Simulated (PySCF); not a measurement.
**Trend along group 13: MF cations**

PBE0 with double-zeta basis sets in PySCF, for the lowest determinant that a PBE0 search found; no spin–orbit coupling. De refers to high-spin ground-configuration atoms (the charge goes to the atom of lower measured ionisation energy or higher electron affinity, which is not always the lowest computed limit). A positive dipole points towards F; it is taken about the centre of mass and depends on that origin.

| M | basis | charged atom | state (unpaired electrons) | Re (Å) | ωe (cm⁻¹) | De (eV) | μ (D) |
| --- | --- | --- | --- | --- | --- | --- | --- |
| B | aug-pcseg-1 | B+ | doublet (σ ↑) | 1.222 | 1667 | 5.32 | -3.44 |
| Al | pcseg-1 | Al+ | doublet (σ ↑) | 1.632 | 904 | 3.02 | -5.59 |
| Ga | aug-cc-pVDZ-PP/aug-cc-pVDZ | Ga+ | doublet (σ ↑) | 1.728 | 665 | 1.29 | -3.68 |
| In | def2-SVP | In+ | doublet (σ ↑) | 1.951 | 542 | 1.04 | -3.68 |

The shortest bond is that of BF⁺ (1.222 Å), the longest that of InF⁺ (1.951 Å). BF⁺ is bound most strongly (5.32 eV) and InF⁺ least (1.04 eV).

The rows differ in basis set, which adds steps of its own.

Down a group the atoms grow and get heavier, so bonds lengthen and wavenumbers fall; this series shows no clear exception.

These are scalar-relativistic numbers at best; spin–orbit coupling would shift them, the dissociation energy most. For an ion De counts to the pair picked by the measured ionisation energies or electron affinities, which need not be the lowest pair at this level. States were picked by a PBE0 search and need not be the measured ground states.
